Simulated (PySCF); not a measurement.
Question: Write Cartesian coordinates for `[AsH3+][AlH3-]` as optimised with PBE0-D3(BJ)/def2-SVP.

Answer: 
```
atom  x, y, z in Å
Al1   -1.5212   -0.0178   -0.0292
As2    1.1048    0.0094    0.0105
H3    -1.6671   -0.6080   -1.5100
H4    -1.7101   -1.0039    1.2170
H5    -1.7106    1.5558    0.1950
H6     1.8330    0.5016    1.2388
H7     1.8608    0.8275   -1.0093
H8     1.8655   -1.2837   -0.1652
```

Orientation and origin are arbitrary. Atoms count from 1 in this order. Al1 (aluminium bonded to As and 3 H) has angles from 96.1° to 118.9°. As2 (arsenic bonded to Al and 3 H) is distorted tetrahedral (angles from 97.5° to 119.8°).

Bonds between heavy atoms (Å): Al1–As2 2.626.

Method: PBE0-D3(BJ)/def2-SVP geometry optimisation, gas phase in PySCF 2.14.0.

Point group: C3v (tolerance 0.08 Å). Stationary, but not proved a minimum.

The run took 27 s of wall time on an Arm Neoverse V2 with one thread, on a shared host, and the process peaked at 0.34 GiB of memory. These figures are those of the optimisation.
